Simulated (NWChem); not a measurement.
System: GeH2, singlet; SMILES [GeH2]

```xyz
3

Ge     0.0000     0.0000     0.0350
H      0.0000    -1.1332    -1.0856
H      0.0000     1.1332    -1.0856
```
Atoms are numbered in this order, from 1.

Program: NWChem. Pople sets run with spherical d functions. Low-valent species are run as closed-shell singlets; no triplet was tried in these runs. All runs use the structure optimised with PBE0-D3(BJ)/def2-TZVP. Static field.

```tsv
level	basis functions	isotropic polarisability (bohr³)	anisotropy (bohr³)
PBE/6-31G*	36	27.0	11.4
PBE/def2-SVP	42	29.8	13.6
PBE/def2-SVPD	54	37.8	11.8
PBE/def2-TZVP	60	34.7	12.5
PBE/aug-cc-pVDZ	54	39.0	13.3
PBE/def2-TZVPD	72	38.6	12.4
PBE/aug-cc-pVTZ	105	39.8	13.2
```
